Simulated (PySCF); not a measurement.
I2, singlet, at a GFN2-xTB geometry of the parent state (all electrons, no relativity); R2SCAN/6-311G** run with PySCF.

Input for PySCF:
```python
from pyscf import gto, scf, dft

mol = gto.Mole()
mol.atom = '''
    I    -0.000000   -0.000000   -1.311008
    I     0.000000    0.000000    1.311008
'''
mol.basis = '6-311g**'
mol.charge = 0
mol.spin = 0
mol.verbose = 4
mol.build()

mf = dft.RKS(mol)
mf.xc = 'r2scan'
mf.kernel()
```

Q: Predict the main parts of the log of this PySCF run.

A: 
```
PySCF version 2.14.0

[INPUT] verbose = 4
[INPUT] num. atoms = 2
[INPUT] num. electrons = 106
[INPUT] charge = 0
[INPUT] spin (= nelec alpha-beta = 2S) = 0
[INPUT] symmetry False subgroup None
[INPUT] Mole.unit = angstrom
[INPUT] Symbol           X                Y                Z      unit          X                Y                Z       unit  Magmom
[INPUT]  1 I      0.000000000000   0.000000000000  -1.311008000000 AA    0.000000000000   0.000000000000  -2.477446067114 Bohr   0.0
[INPUT]  2 I      0.000000000000   0.000000000000   1.311008000000 AA    0.000000000000   0.000000000000   2.477446067114 Bohr   0.0

nuclear repulsion = 566.914460275712
number of shells = 48
number of NR pGTOs = 172
number of NR cGTOs = 124
basis = 6-311g**
ecp = {}

******** <class 'pyscf.dft.rks.RKS'> ********
method = RKS
initial guess = minao
damping factor = 0
level_shift factor = 0
DIIS = <class 'pyscf.scf.diis.CDIIS'>
diis_start_cycle = 1
diis_space = 8
diis_damp = 0
SCF conv_tol = 1e-09
SCF conv_tol_grad = None
SCF max_cycles = 50
direct_scf = True
direct_scf_tol = 1e-13
XC library pyscf.dft.libxc version 7.1.2
    S. Lehtola, C. Steigemann, M. J. T. Oliveira, and M. A. L. Marques,  SoftwareX 7, 1–5 (2018)
XC functionals = r2scan
    J. W. Furness, A. D. Kaplan, J. Ning, J. P. Perdew, and J. Sun,  J. Phys. Chem. Lett. 11, 8208–8215 (2020)
    J. W. Furness, A. D. Kaplan, J. Ning, J. P. Perdew, and J. Sun,  J. Phys. Chem. Lett. 11, 9248–9248 (2020)
    J. W. Furness, A. D. Kaplan, J. Ning, J. P. Perdew, and J. Sun,  J. Phys. Chem. Lett. 11, 8208–8215 (2020)
    J. W. Furness, A. D. Kaplan, J. Ning, J. P. Perdew, and J. Sun,  J. Phys. Chem. Lett. 11, 9248–9248 (2020)
radial grids:
    Treutler-Ahlrichs [JCP 102, 346 (1995); DOI:10.1063/1.469408] (M4) radial grids

becke partition: Becke, JCP 88, 2547 (1988); DOI:10.1063/1.454033
pruning grids: <function nwchem_prune>
grids dens level: 3
symmetrized grids: False
atomic radii adjust function: <function treutler_atomic_radii_adjust>
small_rho_cutoff = 0
Set gradient conv threshold to 3.16228e-05
Initial guess from minao.
tot grids = 43920
init E= -13764.2063766329
  HOMO = -0.233989458637873  LUMO = -0.130022413494564  gap/eV = 2.82909
cycle= 1 E= -13838.5147886484  delta_E= -74.3  |g|= 9.05  |ddm|= 4.06
  HOMO = -0.286822606796927  LUMO = -0.207850087881168  gap/eV = 2.14895
cycle= 2 E= -13838.712058629  delta_E= -0.197  |g|= 3.31  |ddm|= 1.79
  HOMO = -0.206609570677953  LUMO = -0.116377992423548  gap/eV = 2.45533
cycle= 3 E= -13838.9043017238  delta_E= -0.192  |g|= 1.05  |ddm|= 1.59
  HOMO = -0.251936731499479  LUMO = -0.166165070707331  gap/eV = 2.33397
cycle= 4 E= -13838.9543385582  delta_E= -0.05  |g|= 0.151  |ddm|= 0.738
  HOMO = -0.238352380124352  LUMO = -0.151213412038265  gap/eV = 2.37117
cycle= 5 E= -13838.9575574084  delta_E= -0.00322  |g|= 0.0374  |ddm|= 0.209
  HOMO = -0.240012093395533  LUMO = -0.153166729115426  gap/eV = 2.36318
cycle= 6 E= -13838.9579914317  delta_E= -0.000434  |g|= 0.00246  |ddm|= 0.0492
  HOMO = -0.240375708755413  LUMO = -0.153572388142109  gap/eV = 2.36204
cycle= 7 E= -13838.9579925121  delta_E= -1.08e-06  |g|= 0.000262  |ddm|= 0.0038
  HOMO = -0.240328794723147  LUMO = -0.153521206549685  gap/eV = 2.36215
cycle= 8 E= -13838.9579925258  delta_E= -1.37e-08  |g|= 1.04e-05  |ddm|= 0.000535
  HOMO = -0.240332194007382  LUMO = -0.153524632608231  gap/eV = 2.36215
cycle= 9 E= -13838.9579925258  delta_E= -1.64e-11  |g|= 7.27e-07  |ddm|= 2.42e-05
  HOMO = -0.240332057645472  LUMO = -0.153524514905769  gap/eV = 2.36215
Extra cycle  E= -13838.9579925258  delta_E= -7.28e-12  |g|= 9.16e-07  |ddm|= 2.26e-06
converged SCF energy = -13838.9579925258
```
